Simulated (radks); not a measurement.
Task: Species: Rb4+. Configuration: [Ar] 3d10 4s2 4p3. Method: Dirac Kohn-Sham, exchange-only PBE, spin-unpolarised, spherical densities, finite nucleus; open shells fill j = l - 1/2 first; Fermi nuclear charge, rms radius 4.2036 fm; computed with a radial shooting solver on a logarithmic mesh with Libxc functionals. Some entries of the table are withheld. Estimate them.

orbital  occ.  eigenvalue (eV)  <1/r> (bohr^-1)  <r^2> (bohr^2)
1s1/2       2        -15081.26              (1)        0.002187
2s1/2       2        -2058.729            8.503         0.03722
2p1/2       2        -1872.282            8.474             (2)
2p3/2       4        -1811.462            8.162             (3)
3s1/2       2        -348.3400            2.825          0.2989
3p1/2       2        -281.5190            2.714          0.3054
3p3/2       4        -272.3606            2.639          0.3177
3d3/2       4        -155.3808            2.409          0.3317
3d5/2       6        -153.8201            2.389          0.3363
4s1/2       2         -77.1027           0.9871             (4)
4p1/2       2         -60.0110           0.8815           2.588
4p3/2       1         -58.8379           0.8644           2.673

Result: 
(1) 1s1/2 <1/r> (bohr^-1): 37.88
(2) 2p1/2 <r^2> (bohr^2): 0.02845
(3) 2p3/2 <r^2> (bohr^2): 0.02987
(4) 4s1/2 <r^2> (bohr^2): 2.101
